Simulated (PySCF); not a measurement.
Species: C₃H₁₃NSi₂.
Structure used (PBE0-D3(BJ)/def2-SVP), in Å, numbered top down from 1:
```xyz
19
C3H13NSi2 angstrom
C     -2.6385   -0.3106    0.0403
C     -1.1507   -0.6137   -0.0133
C     -0.2935    0.6478    0.0109
N      1.1479    0.3980   -0.0362
Si     1.8859    0.2089   -1.6061
Si     1.9775    0.2106    1.4869
H     -2.9530    0.3096   -0.8148
H     -2.9040    0.2376    0.9589
H     -3.2391   -1.2319    0.0194
H     -0.9131   -1.1903   -0.9237
H     -0.8612   -1.2568    0.8354
H     -0.5343    1.2317    0.9196
H     -0.5812    1.2995   -0.8362
H      1.4811    1.3540   -2.4824
H      1.4688   -1.0460   -2.3127
H      3.3667    0.1828   -1.4333
H      3.4422    0.1244    1.2208
H      1.5554   -1.0169    2.2375
H      1.6774    1.3825    2.3698
```

Linear response at CAM-B3LYP/def2-SVPD (PySCF, frozen core in the response, non-relativistic).

Static isotropic polarisability: 99.02 au (14.67 Å³), principal values 87.2, 101.2, 108.6 au.

Q: What is the polarisability at 1064 nm and at the sodium D line?

A: 99.85 au at 1064 nm (+0.8 %), 101.81 au at 589.3 nm (+2.8 %). The rise at 589.3 nm is 3.34 times that at 1064 nm; a pure ω² law gives 3.26. The lowest singlet lies at 203 nm, shorter than both wavelengths.

Q: What is the isotropic C6 coefficient between two such molecules, C6 = (3/π)∫α(iω)² dω?

A: 3782 au (Eh·bohr⁶) by a ten-point quadrature over imaginary frequencies, which is 2260 eV·Å⁶ or 218 J·nm⁶/mol.

Q: Which effective excitation energy ω̄ makes London's formula C6 = (3/4)α²ω̄ exact here?

A: ω̄ = 4·C6/(3α²) = 0.514 Eh = 14.0 eV. A one-pole form α(ω) = α/(1 − ω²/ω̄²) fitted to the 1064 nm value gives 12.7 eV.

Q: How anisotropic is the static polarisability, by Δα² = ½[(α1 − α2)² + (α2 − α3)² + (α3 − α1)²]?

A: Δα = 18.8 au, or 0.19 of the isotropic value.

Q: The lowest 6 singlets have (eV, f): 6.11, 0.001; 6.64, 0.010; 6.90, 0.035; 7.34, 0.005; 7.35, 0.004; 7.54, 0.002. What share of the static polarisability do they carry in the sum over states α = Σ f/ω²?

A: 0.87 au, 0.9 % of α; the largest term, 0.55 au, is that of the state at 6.90 eV. Their oscillator strengths add up to 0.06. Higher states carry the rest.

Q: What molar refraction at the D line follows from R = (4π/3)·N_A·α′, with α′ the polarisability volume?

A: α′ = 15.09 Å³ gives R = 38.06 cm³/mol, for isolated, non-vibrating species.

Q: How many electrons N does the Slater–Kirkwood formula C6 = (3/4)·√N·α^(3/2) need to give this C6?

A: N = (4·C6/3)²/α³ = 26.2; the species has 66 electrons in all.

One conformer stands for the species.
